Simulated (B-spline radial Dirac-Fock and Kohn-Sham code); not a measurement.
Ru²⁺ in Watson spheres of different radius

Model: multi-electron Dirac-Fock with separately optimised hole states, Breit and Lamb-shift corrections added in first order. Program: a radial B-spline solver. The ion, [Kr] 4d6, sits in a hollow sphere of charge Q = -2, a simple model of the Madelung potential. Inside the sphere an electron's potential energy is raised by the constant 14.40·|Q|/R eV, so binding energies fall by about that much as long as the orbitals stay inside.

```
radius (Å)  14.40 |Q|/R (eV)  1s (eV)  2s (eV)  2p1/2 (eV)  2p3/2 (eV)  3s (eV)  3p1/2 (eV)  3p3/2 (eV)  3d3/2 (eV)  3d5/2 (eV)  4s (eV)  4p1/2 (eV)  4p3/2 (eV)  4d (eV)
       1.6             18.00  22130.6   3244.2      2981.9      2852.9    601.8       499.7       477.2       297.1       293.0    93.37       60.69       57.28    11.17
         2             14.40  22134.0   3247.5      2985.2      2856.2    605.2       503.0       480.5       300.5       296.3    96.74       64.07       60.66    14.54
```

From the smallest to the largest radius 1s moves by +3.3 eV, while the constant potential alone would give +3.6 eV; the difference comes from charge outside the sphere and its screening.

Values without a named source are computed, but for edge energies of neutral atoms, which are taken from tables.
